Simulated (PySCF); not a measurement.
## C₆ coefficients of unlike pairs at B97-3

Calculated with PySCF 2.14 from the dipole response of each species, C₆(A,B) = (3/π) ∫ α_A(iu) α_B(iu) du, in atomic units, from isotropic polarisabilities. For ions this is the dispersion term alone; charge-induced terms of lower order in 1/R come first.

```json
{"species": "Kr", "configuration": "[Kr] (1S)", "basis": "aug-cc-pV5Z-PP with ECP10MDF (8s7p6d4f3g2h)", "relativity": "core potential", "α (bohr³)": "17.38", "C₆ (like pair)": "134.6"}
{"species": "Si³⁺", "configuration": "[Ne] 3s1 (2S)", "basis": "x2c-QZVPPall with one added diffuse shell each of s, p, d, f type (10s7p5d3f1g)", "relativity": "spin-free X2C", "α (bohr³)": "7.151", "C₆ (like pair)": "13.51"}
{"species": "Zr³⁺", "configuration": "[Kr] 4d1 (2D)", "basis": "aug-cc-pwCVDZ-PP with ECP28MDF (6s6p5d3f)", "relativity": "core potential", "α (bohr³)": "5.566", "C₆ (like pair)": "22.74"}
{"species": "Ti³⁺", "configuration": "[Ar] 3d1 (2D)", "basis": "aug-cc-pVTZ with one added diffuse shell each of s, p, d, f, g type (9s8p6d4f3g)", "relativity": "none", "α (bohr³)": "2.242", "C₆ (like pair)": "5.721"}
```

Task: Estimate C₆ for Ti³⁺ with Kr.

Result: The integral gives 25.22. The combination rule 2 C_A C_B / (C_A α_B/α_A + C_B α_A/α_B) gives 24.95 and the geometric mean 27.74.

No spin-orbit coupling is included.

The other pairs:

| pair | C₆ |
| --- | --- |
| Ti³⁺, Zr³⁺ | 11.23 |
| Si³⁺, Kr | 41.30 |
| Ti³⁺, Si³⁺ | 7.107 |
| Zr³⁺, Kr | 53.39 |
| Zr³⁺, Si³⁺ | 15.53 |
